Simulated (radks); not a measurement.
Co II, 26 electrons, occupied as [Ar] 3d8. Calculated with a radial shooting solver on a logarithmic mesh with Libxc functionals: scalar-relativistic Kohn-Sham, r2SCAN, spin-unpolarised, spherical densities, finite nucleus; meta-GGA in the generalised Kohn-Sham scheme; Fermi nuclear charge, rms radius 3.7875 fm. Some entries of the table are withheld. Estimate them.

orbital  occ.  eigenvalue (eV)  r(max) (bohr)  <r^2> (bohr^2)
1s          2              (1)        0.03679        0.004249
2s          2        -910.9071         0.2128         0.07676
2p          6        -778.9365         0.1720         0.06207
3s          2        -108.9154         0.6695          0.6993
3p          6         -70.9122         0.6812          0.8030
3d          8              (2)         0.6825           1.750

Answer. 
(1) 1s eigenvalue (eV): -7621.690
(2) 3d eigenvalue (eV): -12.1305
